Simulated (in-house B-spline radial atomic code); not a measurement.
How numerical settings move a run on F²⁺, [He] 2s2 2p3. Computed with a B-spline radial code for spherical atoms: non-relativistic M06-2X, spin-polarised, spherical fractional occupations, point nucleus.

Command:
```bash
python run_scf.py task.json out
```
Settings of the sound reference run:
```
Z                9
electrons        7
configuration    [He] 2s2 2p3
hamiltonian      nr
method           m062x
spin_polarised   True
knot_spacing     0.22
spline_order     8
gauss_points     12
box_radius       22.22
max_iterations   70
damping          0.5
damped_steps     3
diis_vectors     10
tolerance        1e-08
start            Thomas-Fermi
```

Cost of the run: 0.14 s on 1 thread of Intel(R) Xeon(R) 6975P-C, with other jobs on the host.

It converges in 9 iterations to -97.813551 hartree, with 2p up at -57.5795 eV. The other runs change the listed settings, some to values that make no sense; their results aren't properties of the atom or ion. Radii are in bohr (the nuclear one in fm), a minus after a letter asks for a j subshell, and «unchanged» means within 1e-8 hartree. The run stops when the residual is below 10 × tolerance × max(1, Z/10), or a noise floor if that is larger, and the energy moves by less than 1e-8 × √|E| hartree; so very loose and very tight tolerances often act alike.

| changed settings | outcome |
| --- | --- |
| damped_steps = 8 | converged in 12 iterations, energy unchanged |
| tolerance = 1e-06 | converged in 7 iterations, energy unchanged, 2p up level -3.6e-05 eV |
| tolerance = 1e-13 | converged in 10 iterations, energy unchanged, 2p up level +3.5e-07 eV |
| damped_steps = 1 | converged in 7 iterations, energy unchanged, 2p up level -6.6e-07 eV |
| knot_spacing = 0.1, box_radius = 6.67, max_iterations = 12, diis_vectors = 2 | converged in 11 iterations, energy -5.00e-04 hartree from the reference, 2p up level +3.5e-03 eV |
| start = bare nucleus | converged in 9 iterations, energy unchanged |
| damped_steps = 30 | converged in 21 iterations, energy unchanged, 2p up level +3.7e-07 eV |
| tolerance = 1e-05 | converged in 6 iterations, energy unchanged, 2p up level +2.1e-04 eV |

Problem. What happens with knot_spacing = 0.3, box_radius = 3.33, max_iterations = 50, tolerance = 0.01?

Solution. Converged in 6 iterations, energy +6.35e-03 hartree from the reference, 2p up level +1.9e-01 eV (the program warns: 2p up reaches the box edge; 2s up reaches the box edge).

Problem. What happens with damped_steps = 0?

Solution. Converged in 7 iterations, energy unchanged, 2p up level -4.9e-07 eV.

Problem. What happens with spline_order = 10, first_knot = 0.0111, max_iterations = 60, damped_steps = 30, diis_vectors = 0?

Solution. Converged in 22 iterations, energy +1.83e-04 hartree from the reference, 2p up level +4.0e-03 eV.

Problem. What happens with hamiltonian = dirac, method = r2scan, spin_polarised = False, nucleus = fermi, rms_radius = 2.8976, mass_number = 19, atomic_mass = 18.9984, speed_of_light = 137.036?

Solution. Stopped with error: meta-GGAs are not served with the Dirac Hamiltonian.
